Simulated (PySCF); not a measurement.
## Spin-rotation constants: `C1=C[C@@H](F)CC(=O)O1`, C5H5FO2

Geometry:
```json
{"atom": "O1", "x (Å)": "-0.847", "y (Å)": "2.613", "z (Å)": "0.034"}
{"atom": "C2", "x (Å)": "-0.337", "y (Å)": "1.534", "z (Å)": "0.105"}
{"atom": "C3", "x (Å)": "-1.109", "y (Å)": "0.249", "z (Å)": "0.334"}
{"atom": "C4", "x (Å)": "-0.497", "y (Å)": "-0.937", "z (Å)": "-0.404"}
{"atom": "F5", "x (Å)": "-1.048", "y (Å)": "-2.109", "z (Å)": "0.074"}
{"atom": "C6", "x (Å)": "0.987", "y (Å)": "-0.938", "z (Å)": "-0.188"}
{"atom": "C7", "x (Å)": "1.616", "y (Å)": "0.205", "z (Å)": "0.031"}
{"atom": "O8", "x (Å)": "1.009", "y (Å)": "1.430", "z (Å)": "0.043"}
{"atom": "H9", "x (Å)": "-2.151", "y (Å)": "0.411", "z (Å)": "0.057"}
{"atom": "H10", "x (Å)": "-1.073", "y (Å)": "0.041", "z (Å)": "1.409"}
{"atom": "H11", "x (Å)": "-0.739", "y (Å)": "-0.916", "z (Å)": "-1.478"}
{"atom": "H12", "x (Å)": "1.505", "y (Å)": "-1.880", "z (Å)": "-0.215"}
{"atom": "H13", "x (Å)": "2.680", "y (Å)": "0.297", "z (Å)": "0.180"}
```

The calculation used PySCF, GIAO B3LYP/pcSseg-1 magnetisability, rotational g tensor and spin-rotation constants, non-relativistic, gas phase. Geometry: GFN2-xTB.

(1) Give the nuclear spin-rotation constants along the inertial axes (H = +C I·J) beside the isotropic shieldings.

(2) How do the rotational constants and the g tensor change when H9, H10, H11, H12, H13 are replaced by deuterium?

Answers

(1) Rotational constants 3.8377, 1.7623, 1.2527 GHz. A star marks the isotopologue with that one atom substituted, in its own axes.
| atom | isotope | Caa (kHz) | Cbb (kHz) | Ccc (kHz) | mean (kHz) | σ (ppm) |
| --- | --- | --- | --- | --- | --- | --- |
| F5 | 19F | 1.782 | 0.915 | 0.705 | 1.134 | 382.1 |
| H9 | 1H | -0.442 | 0.080 | -0.136 | -0.166 | 28.8 |
| H10 | 1H | -0.424 | -0.208 | 0.053 | -0.193 | 29.0 |
| H11 | 1H | -0.393 | -0.163 | 0.084 | -0.157 | 26.1 |
| H12 | 1H | 0.113 | -0.062 | -0.161 | -0.036 | 26.1 |
| H13 | 1H | -0.415 | 0.164 | -0.129 | -0.127 | 25.2 |
| O1 | 17O* | -2.227 | -1.204 | -0.144 | -1.192 | -167.8 |
| C2 | 13C* | 1.340 | 0.909 | 0.338 | 0.862 | 11.1 |
| C3 | 13C* | 0.633 | 0.346 | 0.240 | 0.407 | 140.4 |
| C4 | 13C* | 0.868 | 0.481 | 0.341 | 0.563 | 91.3 |
| C6 | 13C* | 1.336 | 0.678 | 0.208 | 0.741 | 64.6 |
| C7 | 13C* | 1.261 | 0.840 | 0.291 | 0.797 | 32.6 |
| O8 | 17O* | -1.538 | -0.493 | -0.137 | -0.723 | 74.3 |

For the geometry as given, no vibrational averaging.

(2) Constants 3.3206, 1.7061, 1.1886 GHz; g -0.0344, -0.0327, -0.0156, against -0.0396, -0.0337, -0.0164 before.
